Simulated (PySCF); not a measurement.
H2Sb, SMILES [SbH2] (connectivity only; charge and spin as stated), charge +1, multiplicity 1.

The structure is a stationary point at B3LYP-D3(BJ)/def2-TZVPD. The spin state was assumed, not searched. The isomer is the one that the SMILES or the coordinates give; other isomers of the formula were not compared. The def2 effective core potentials stand for the cores of Sb; spin–orbit coupling is left out.

Calculation: B3LYP-D3(BJ)/def2-TZVPD (PySCF).

Frequencies are harmonic and unscaled.

| mode | ν (cm⁻¹) | IR (km/mol) | moving atoms (share of kinetic energy) |
|---|---|---|---|
| 1 | 855 | 14.2 | H 99 % |
| 2 | 1975 | 25.2 | H 99 % |
| 3 | 1982 | 24.8 | H 99 % |
